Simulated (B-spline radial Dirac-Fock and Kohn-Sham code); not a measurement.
Compton profile of Ga¹⁶⁺

System: Ga¹⁶⁺ in the configuration [Ne] 3s2 3p3.

Model: the impulse approximation on relativistic Hartree-Fock (Dirac-Fock) wave functions, averaged over the configuration. Program: a radial atomic solver. pz is in atomic units of momentum; subshell profiles are per electron, for a selection of subshells; open shells are spread over both j values by their weights.

```tsv
pz	J total	J 2s1/2	J 2p3/2	J 3s1/2	J 3p3/2
0	1.407	0.101	0.0519	0.220	0.134
0.2	1.403	0.100	0.0519	0.218	0.134
0.3	1.397	0.100	0.0519	0.215	0.134
0.4	1.390	0.0999	0.0519	0.212	0.134
0.5	1.380	0.0996	0.0519	0.208	0.134
0.6	1.369	0.0991	0.0519	0.202	0.134
0.8	1.340	0.0980	0.0519	0.190	0.133
1	1.304	0.0966	0.0519	0.175	0.132
1.2	1.263	0.0949	0.0519	0.158	0.131
1.4	1.216	0.0929	0.0519	0.141	0.128
1.6	1.166	0.0907	0.0518	0.123	0.125
1.8	1.113	0.0882	0.0517	0.106	0.121
2	1.059	0.0856	0.0516	0.0902	0.115
2.5	0.9244	0.0783	0.0512	0.0568	0.0981
3	0.8002	0.0702	0.0506	0.0349	0.0780
4	0.6074	0.0536	0.0484	0.0182	0.0405
5	0.4825	0.0382	0.0449	0.0169	0.0175
7	0.3315	0.0165	0.0351	0.0123	0.00541
10	0.1897	0.00417	0.0201	0.00284	0.00472
15	0.07759	0.00231	0.00621	0.000479	0.00179
20	0.03669	0.00195	0.00184	0.000432	0.000516
30	0.01083	0.000741	0.000207	0.000167	5.40e-05
40	0.003837	0.000251	3.39e-05	5.50e-05	8.45e-06
60	0.0006823	3.91e-05	2.09e-06	8.27e-06	< 1e-6
100	5.730e-05	2.91e-06	< 1e-6	< 1e-6	< 1e-6
```

J(0) = 1.407. The 3s1/2 subshell gives the largest part, 31 %.

Mean momentum ⟨p⟩ by subshell (a.u.): 1s1/2 26.7, 2s1/2 9.17, 2p1/2 12.3, 2p3/2 12.1, 3s1/2 4.72, 3p1/2 5.61, 3p3/2 5.56.

Values without a named source are computed, but for edge energies of neutral atoms, which are taken from tables.
